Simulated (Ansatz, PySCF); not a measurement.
HOS, SMILES [O]S, multiplicity 2. Atoms are numbered in the order given.

```xyz
3

S     -0.0839    -0.4612     0.0000
O      0.0370     1.0369     0.0000
H      1.2175    -0.9186     0.0000
```
Charge 0, spin multiplicity 2.

The structure is a stationary point at r2SCAN-D4/def2-TZVPD.

Two levels are set side by side: PBE-D3(BJ)/def2-TZVPD (Ansatz, a program for electronic structure) and r2SCAN-D4/def2-TZVPD (Ansatz). Each level has its own optimised geometry; the coordinates shown are those of the second. Frequencies come from the Hessian of PySCF at each geometry. Differences are taken from unrounded values.

| quantity | r2SCAN-D4 |
|---|---|
| mean bond length (Å) | 1.441 |
| bond S1–O2 (Å) | 1.503 |
| bond S1–H3 (Å) | 1.379 |
| highest harmonic wavenumber (cm⁻¹) | 2391 |
| mean harmonic wavenumber (cm⁻¹) | 1504 |
| zero-point energy (kcal/mol) | 6.45 |

Q: What does PBE-D3(BJ) give, and how far is it from r2SCAN-D4? (The exact figures need the calculation; the answer reports its results.)

A: 
```tsv
quantity	PBE-D3(BJ)	PBE-D3(BJ) minus r2SCAN-D4
mean bond length (Å)	1.455	0.013
bond S1–O2 (Å)	1.516	0.013
bond S1–H3 (Å)	1.393	0.014
highest harmonic wavenumber (cm⁻¹)	2305	-86
mean harmonic wavenumber (cm⁻¹)	1451	-53
zero-point energy (kcal/mol)	6.22	-0.23
```
